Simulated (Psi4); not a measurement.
C₂H₁₀AlBO₂Si, singlet, at the geometry of the source list, atoms displaced at random by about 0.08 Å a coordinate; PBE0/STO-3G, gradient (Psi4 1.11).

Input for Psi4:
```
memory 2 GB

molecule {
0 1
  B     2.49912355    0.22217861   -0.18514626
  O     2.21784206    1.52699935   -0.51453715
  O     3.75595306   -0.16707045   -0.34086537
  Si    1.17176598   -0.65593453    0.65785247
  Al   -1.27446541   -0.06414846    0.10644231
  C    -2.68864931   -1.47162569   -0.36568901
  C    -1.73755543    1.86005805    0.10130829
  H     3.12762460    1.67463621   -0.95904006
  H     4.07238704   -1.33149207   -0.10593365
  H     1.26812239   -2.08393028    0.74734815
  H     1.22412922   -0.33592316    2.20764933
  H    -3.58707126   -1.12877492   -0.31484615
  H    -2.34126352   -2.00540752   -1.32614634
  H    -2.43359991   -2.31168186    0.39491651
  H    -2.45193380    2.25554603    0.78609859
  H    -0.88555368    2.47518197    0.27286885
  H    -2.06893684    2.02857471   -0.98221453
symmetry c1
no_reorient
no_com
}

set basis sto-3g

gradient('pbe0')
print_variables()
```

The log (banner, timings and long lists left out):

```
gradient() will perform analytic gradient computation.

   => Loading Basis Set <=

    Name: STO-3G
    Role: ORBITAL
    Keyword: BASIS

         ---------------------------------------------------------
                                   SCF
               by Justin Turney, Rob Parrish, Andy Simmonett
                          and Daniel G. A. Smith
                              RKS Reference
         ---------------------------------------------------------

  ==> Geometry <==

    Molecular point group: c1
    Full point group: C1

    Geometry (in Angstrom), charge = 0, multiplicity = 1:

       Center              X                  Y                   Z               Mass
    ------------   -----------------  -----------------  -----------------  -----------------
         B            2.499123550000     0.222178610000    -0.185146260000    11.009305360000
         O            2.217842060000     1.526999350000    -0.514537150000    15.994914619570
         O            3.755953060000    -0.167070450000    -0.340865370000    15.994914619570
         SI           1.171765980000    -0.655934530000     0.657852470000    27.976926534650
         AL          -1.274465410000    -0.064148460000     0.106442310000    26.981538530000
         C           -2.688649310000    -1.471625690000    -0.365689010000    12.000000000000
         C           -1.737555430000     1.860058050000     0.101308290000    12.000000000000
         H            3.127624600000     1.674636210000    -0.959040060000     1.007825032230
         H            4.072387040000    -1.331492070000    -0.105933650000     1.007825032230
         H            1.268122390000    -2.083930280000     0.747348150000     1.007825032230
         H            1.224129220000    -0.335923160000     2.207649330000     1.007825032230
         H           -3.587071260000    -1.128774920000    -0.314846150000     1.007825032230
         H           -2.341263520000    -2.005407520000    -1.326146340000     1.007825032230
         H           -2.433599910000    -2.311681860000     0.394916510000     1.007825032230
         H           -2.451933800000     2.255546030000     0.786098590000     1.007825032230
         H           -0.885553680000     2.475181970000     0.272868850000     1.007825032230
         H           -2.068936840000     2.028574710000    -0.982214530000     1.007825032230

  Running in c1 symmetry.

  Rotational constants: A =      0.09336  B =      0.02496  C =      0.02109 [cm^-1]
  Rotational constants: A =   2799.00796  B =    748.31582  C =    632.34890 [MHz]
  Nuclear repulsion =  388.768287108080415

  Charge       = 0
  Multiplicity = 1
  Electrons    = 70
  Nalpha       = 35
  Nbeta        = 35

  ==> Algorithm <==

  SCF Algorithm Type is DF.
  DIIS enabled.
  MOM disabled.
  Fractional occupation disabled.
  Guess Type is SAD.
  Energy threshold   = 1.00e-08
  Density threshold  = 1.00e-08
  Integral threshold = 1.00e-12

  ==> Primary Basis <==

  Basis Set: STO-3G
    Blend: STO-3G
    Number of shells: 35
    Number of basis functions: 53
    Number of Cartesian functions: 53
    Spherical Harmonics?: true
    Max angular momentum: 1

  ==> DFT Potential <==

   => LibXC <=

    Version 7.1.2
    S. Lehtola, C. Steigemann, M. J. T. Oliveira, and M. A. L. Marques,  SoftwareX 7, 1–5 (2018) (10.1016/j.softx.2017.11.002)

   => Composite Functional: PBE0 <=

    PBE0 Hyb-GGA Exchange-Correlation Functional

    C. Adamo and V. Barone,  J. Chem. Phys. 110, 6158 (1999) (10.1063/1.478522)
    M. Ernzerhof and G. E. Scuseria,  J. Chem. Phys. 110, 5029 (1999) (10.1063/1.478401)

    Deriv               =              1
    GGA                 =           TRUE
    Meta                =          FALSE

    Exchange Hybrid     =           TRUE
    MP2 Hybrid          =          FALSE

   => Exchange Functionals <=

    0.7500   Perdew, Burke & Ernzerhof

   => Exact (HF) Exchange <=

    0.2500               HF

   => Correlation Functionals <=

[...]
  @DF-RKS Final Energy:  -779.35042348708612
    Total Energy =                       -779.3504234870861183
[...]
         H           -2.068936840000     2.028574710000    -0.982214530000     1.007825032230

  Nuclear repulsion =  388.768287108080415

  ==> Basis Set <==

  Basis Set: STO-3G
    Blend: STO-3G
    Number of shells: 35
    Number of basis functions: 53
    Number of Cartesian functions: 53
    Spherical Harmonics?: true
    Max angular momentum: 1

  ==> DFJKGrad: Density-Fitted SCF Gradients <==

    Gradient:                    1
    J tasked:                  Yes
    K tasked:                  Yes
    wK tasked:                  No
    Integrals threads:           1
    Schwarz Cutoff:          1E-12
    Fitting Condition:       1E-10

   => Auxiliary Basis Set <=

  Basis Set: (STO-3G AUX)
    Blend: DEF2-UNIVERSAL-JKFIT
    Number of shells: 261
    Number of basis functions: 815
    Number of Cartesian functions: 963
    Spherical Harmonics?: true
    Max angular momentum: 4

  ==> DFT Potential <==

   => LibXC <=

    Version 7.1.2
    S. Lehtola, C. Steigemann, M. J. T. Oliveira, and M. A. L. Marques,  SoftwareX 7, 1–5 (2018) (10.1016/j.softx.2017.11.002)

   => Composite Functional: PBE0 <=

    PBE0 Hyb-GGA Exchange-Correlation Functional

    C. Adamo and V. Barone,  J. Chem. Phys. 110, 6158 (1999) (10.1063/1.478522)
    M. Ernzerhof and G. E. Scuseria,  J. Chem. Phys. 110, 5029 (1999) (10.1063/1.478401)

    Deriv               =              1
    GGA                 =           TRUE
    Meta                =          FALSE

    Exchange Hybrid     =           TRUE
    MP2 Hybrid          =          FALSE

   => Exchange Functionals <=

    0.7500   Perdew, Burke & Ernzerhof

   => Exact (HF) Exchange <=

    0.2500               HF

   => Correlation Functionals <=

    1.0000   Perdew, Burke & Ernzerhof

   => LibXC Density Thresholds  <==

    XC_HYB_GGA_XC_PBEH:  1.00E-15

   => Molecular Quadrature <=

    Radial Scheme          =       TREUTLER
    Pruning Scheme         =           NONE
    Nuclear Scheme         =       TREUTLER

    Blocking Scheme        =         OCTREE
    BS radius alpha        =              1
    Pruning alpha          =              1
    Radial Points          =             75
    Spherical Points       =            302
    Total Points           =         359864
    Total Blocks           =           2670
    Max Points             =            256
    Max Functions          =             48
    Weights Tolerance      =       1.00E-15

  -Total Gradient:
     Atom            X                  Y                   Z
    ------   -----------------  -----------------  -----------------
       1        0.016543037066    -0.007972705875    -0.009360199376
       2       -0.033313036204     0.003415517186     0.020845639574
       3       -0.097596081699     0.108634392510     0.003343587973
       4        0.134073675260     0.019030062621    -0.082480836129
       5       -0.021124505018     0.013285605033    -0.004516115572
       6       -0.229680885000     0.076558042067    -0.009382427474
       7       -0.001170403791     0.038847720178     0.049573804378
       8        0.003347609487    -0.030909620747     0.003585535779
       9        0.044836626428    -0.115646759491     0.019294564024
      10       -0.007380987565     0.008492998073     0.006831067283
      11       -0.002461635864     0.004730486582     0.048958792130
      12        0.142642073388    -0.040823979899    -0.000483674171
      13        0.027846182800    -0.029088420067    -0.023637554434
      14        0.026661621609    -0.034129415532     0.020396914935
      15        0.027704938061     0.001373406988    -0.010272496213
      16       -0.026645271866    -0.011139814695     0.002781176462
      17       -0.004303179733    -0.004565768448    -0.035490743513

  Variable Map:
  ----------------------------------------------------------------------------
[...]
  Array Variable Map:
  ----------------------------------------------------------------------------
[...]
[...]
```
